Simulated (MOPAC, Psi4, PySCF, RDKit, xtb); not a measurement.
Two geometries of SMILES C(O)O, relaxed at B3LYP-D3(BJ)/def2-SVP with one dihedral held; other torsions can differ between them too.

Structure A

```
7

O     -1.1131    -0.4468     0.4422
C     -0.0325     0.3610     0.0444
O      0.2099     0.2907    -1.3319
H     -1.4417    -0.8730    -0.3605
H      0.8651     0.0757     0.6307
H     -0.2646     1.4195     0.2629
H      0.7504    -0.4904    -1.5120
```

Structure B

```
7

O      1.0690    -0.4485     0.4210
C      0.0174     0.3977     0.0452
O     -1.2402    -0.2009     0.1567
H      1.3705    -0.9374    -0.3551
H      0.0952     1.2858     0.7027
H      0.1040     0.7302    -1.0042
H     -1.3443    -0.4807     1.0770
```

Problem. Which is lower in energy at the level DF-MP2 (frozen core)/cc-pVTZ // B3LYP-D3(BJ)/def2-SVP in Psi4, and by how much?

Solution. B is lower, by 9.69 kJ/mol (dihedral H4–O1–C2–O3: 0° in A, 90° in B).

E(B) − E(A) in kJ/mol at the other levels, on the same two geometries: MMFF94 // B3LYP-D3(BJ)/def2-SVP (RDKit) -11.07; PBE0/def2-TZVP // B3LYP-D3(BJ)/def2-SVP (Psi4) -10.54; PBE0-D3(BJ)/def2-TZVP // B3LYP-D3(BJ)/def2-SVP (Psi4) -10.48; PBE/def2-TZVP // B3LYP-D3(BJ)/def2-SVP (Psi4) -10.89; PBE-D3(BJ)/def2-TZVP // B3LYP-D3(BJ)/def2-SVP (Psi4) -10.80; wB97X-D/def2-TZVP // B3LYP-D3(BJ)/def2-SVP (Psi4) -10.43; HF/cc-pVTZ // B3LYP-D3(BJ)/def2-SVP (Psi4) -9.58; UFF // B3LYP-D3(BJ)/def2-SVP (RDKit) -3.99; PM6, restricted, heats of formation // B3LYP-D3(BJ)/def2-SVP (MOPAC) -4.93; AM1, restricted, heats of formation // B3LYP-D3(BJ)/def2-SVP (MOPAC) -3.48; GFN1-xTB // B3LYP-D3(BJ)/def2-SVP (xtb) -1.68; restricted B3LYP/6-31G*, spherical d // B3LYP-D3(BJ)/def2-SVP (PySCF) -10.32; restricted LDA (SVWN5)/6-31G*, spherical d // B3LYP-D3(BJ)/def2-SVP (PySCF) -11.21; restricted B3LYP/LANL2DZ // B3LYP-D3(BJ)/def2-SVP (PySCF) -13.24; restricted B3LYP/6-311+G**, spherical d // B3LYP-D3(BJ)/def2-SVP (PySCF) -11.93.
